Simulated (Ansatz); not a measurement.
**Reading a saddle point**

A first-order saddle point of BH$_{4}$O$_{3}$F, singlet, PBE0-D4/def2-TZVP, with one imaginary mode of 938i cm⁻¹:

| atom | x (Å) | y (Å) | z (Å) |
| --- | --- | --- | --- |
| B1 | -0.2288 | -0.0834 | -0.1001 |
| O2 | 1.2046 | 0.4169 | -0.3087 |
| O3 | -0.5343 | -1.3604 | -0.4877 |
| O4 | -1.1285 | 0.9325 | -0.2948 |
| H5 | 1.1305 | 0.3018 | 0.8569 |
| F6 | 0.2770 | -0.1372 | 1.5547 |
| H7 | 1.1881 | 1.3376 | -0.5931 |
| H8 | 0.1172 | -2.0167 | -0.2372 |
| H9 | -2.0259 | 0.6089 | -0.3899 |

Computed with Ansatz 0.2.0 (basis: def2-TZVPP and def2-QZVPP); correlated methods freeze the cores. Extrapolation: Hartree–Fock as exp(−7.88 √X), correlation as X^−2.97.

(1) Which contacts change along the imaginary mode, and what lies on either side? (A judgement: the text doesn't fix the answer.)

(2) Which side is lower, and how far does the saddle lie above each? (To be estimated.)

No T1 diagnostic of these runs exceeds 0.012.

Answers

(1) Computed: The step is BH₃O₃ ([OH][B]([OH])[OH]) + HF → BH₂O₂F ([OH][B]([OH])[F]) + H₂O, with the molecules in contact on both sides. Shortening one way: B1–F6, O2–H5; lengthening the same way: B1–O2, H5–F6.
```csv
pair,one side (Å),saddle (Å),other side (Å)
B1–F6,3.12,1.73,1.34
O2–H5,1.65,1.17,0.96
B1–O2,1.39,1.53,2.88
H5–F6,0.95,1.19,2.74
```

(2) By the calculation: The side with B1–O2, H5–F6 short is lower by 0.111 eV; the saddle lies 1.384 eV above it and 1.273 eV above the other (CCSD(T) at an estimated basis limit (MP2 extrapolated from triple and quadruple zeta, plus CCSD(T) − MP2 in triple zeta); electronic energies).

Steps of this kind, hydrogen fluoride cutting a network bond, underlie vapour etching and the fluorination step of atomic layer etching.

Labels in which every atom is bracketed show which atoms are joined, not bond orders.

For scale, one of the runs: CCSD(T)/def2-TZVPP, 211 basis functions, launched by `ansatz run in.yaml --threads 4 --pin off --events-out ev --progress --plain --max-ram 9574MiB`. The run took 110 s on 4 CPU threads of an Arm Neoverse V1 (shared host), with 3.4 GiB of host memory at its peak.
